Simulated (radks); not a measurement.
Coherent X-ray form factor from a spherical all-electron density. Calculated with a radial shooting solver on a logarithmic mesh with Libxc functionals: scalar-relativistic Kohn-Sham, SCAN, spin-polarised, spherical densities, finite nucleus; meta-GGA in the generalised Kohn-Sham scheme; Fermi nuclear charge, rms radius of each element as measured or else 0.836 A^(1/3) + 0.57 fm.

sin(theta)/lambda (1/angstrom)  f0 (electrons)
0.05                                    77.384
0.1                                     75.615
0.15                                    72.904
0.2                                     69.545
0.25                                    65.841
0.3                                     62.053
0.4                                     54.926
0.5                                     48.890
0.6                                     43.941
0.8                                     36.261
1                                       30.234
1.25                                    24.267
1.5                                     19.976
2                                       15.237

The species is in the configuration that NIST lists as its ground one. Which atom or ion scatters so?

Answer. The lead ion Pb4+, [Xe] 4f14 5d10. Extrapolating in s^2 from the first two rows gives f0(0) = 78.0, near the electron count 78; among species with that count, the fall with angle is slower the higher Z, and the table is that of Z = 82; from so few rows the species is fixed only to a neighbour or two.
